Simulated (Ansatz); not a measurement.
`[OH][Sc]([OH])[Cl]` + H₂O → `[OH][Sc]([OH])[OH]` + HCl  (formal hydrolysis of the Sc–Cl bond)

Gas-phase electronic energies from Ansatz, PBE0-D4/def2-TZVP geometries. CCSD(T)/CBS adds triple-zeta CCSD(T) − MP2 to the extrapolated MP2 energy (def2 sets, frozen cores). This one scheme is used for every species. For Sc outer-core shells are correlated without core-valence functions, which leaves a few kJ/mol of doubt a bond. Scalar relativity is left out up to krypton. One conformer a species, not always the lowest.

| species | CCSD(T)/CBS(def2) energy (Eh) |
| --- | --- |
| `[OH][Sc]([OH])[Cl]` | -1371.72881 |
| H₂O | -76.37941 |
| `[OH][Sc]([OH])[OH]` | -987.70567 |
| HCl | -460.38127 |

(1) Work out ΔE.

Largest T1 diagnostic among the species: 0.016.

Results:

(1) ΔE = (-987.70567) + (-460.38127) − (-1371.72881) − (-76.37941) = 0.02128 Eh = +0.58 eV.

From PBE to PBE0 (25 % exact exchange), in def2-TZVPP and without D4, ΔE moves by +0.06 eV. At CCSD(T), def2-SVP lies −0.07 eV from the extrapolated value and def2-TZVPP −0.02 eV.
